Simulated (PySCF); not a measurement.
Vertical excitations of a molecule CH₈FNSi₂ from TDA-PBE/def2-SVPD (PySCF), as energy in eV (oscillator strength): 5.60 (0.000), 6.29 (0.031), 6.40 (0.063), 6.47 (0.013), 6.79 (0.007), 7.06 (0.045), 7.10 (0.007), 7.25 (0.005), 7.33 (0.003), 7.75 (0.021). Lowest triplet (TDA): 5.37 eV. Coordinates come from a B3LYP-D3(BJ)/def2-SVP optimisation. The values are those of a single conformer.

Q: Which structure fits?
(A) N[Si@H]([SiH3])CF
(B) F[SiH2]CN[SiH3]
(C) C[Si@@](N)(F)[SiH3]
(D) CN([SiH3])[SiH2]F

A: D, CN([SiH3])[SiH2]F
